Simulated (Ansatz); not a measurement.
The same path of AlFH4N2 + H4Si (13 atoms, charge 0, multiplicity 1) was run twice with different band settings. Lost on the way: H5–Si6. Made: Al1–Si6, F2–H5.

The calculation used RKS PBE/cc-pVDZ (Ansatz 0.2.0).

Relaxed end points:

```xyz
13
Properties=species:S:1:pos:R:3
Al -0.687 1.022 0.057
F -1.133 1.399 -1.549
N 0.221 2.248 1.001
N -1.387 -0.487 0.768
H 1.090 -0.057 -0.682
Si 1.023 -1.556 -0.967
H 0.570 2.098 1.951
H 0.749 3.002 0.556
H -2.199 -0.937 0.335
H -1.399 -0.674 1.775
H 1.202 -2.315 0.317
H -0.248 -1.908 -1.683
H 2.197 -1.834 -1.879
```

```xyz
13
Properties=species:S:1:pos:R:3
Al -0.332 0.310 0.415
F -0.602 0.768 -1.650
N 0.555 1.621 1.281
N -2.105 0.103 0.784
H 0.067 0.110 -1.952
Si 1.193 -1.381 -0.598
H 0.137 2.511 1.567
H 1.574 1.679 1.342
H -2.707 -0.465 0.178
H -2.367 -0.100 1.756
H 2.689 -1.292 -0.385
H 0.815 -2.846 -0.620
H 1.084 -1.018 -2.117
```

Common settings: climbing image yes; spring 5.0 eV/Å²; optimiser quadratic models (default); start path through a guess of the saddle point; force threshold 0.03 eV/Å; iteration limit 60; end points relaxed.

| run | movable images |
| --- | --- |
| 1 | 7 |
| 2 | 1 |

Task: What does each run give, and how far can it be trusted?

Result: Run 1: converged after 22 iterations, highest image 1.488 eV above the first end. A vibrational analysis at the climbing image gives 2 clearly imaginary modes (365i, 47i cm⁻¹): a point of higher order, so a lower path passes nearby.
Run 2: converged after 31 iterations, highest image 1.476 eV above the first end. Neighbouring images differ by up to 1.5 eV, so the band resolves the path poorly. The order of the stationary point at the top wasn't checked. So few images can step over the top or miss a turn of the path.
The orbitals stay closed-shell, which can raise the energy where a bond breaks towards radicals; this wasn't checked here.
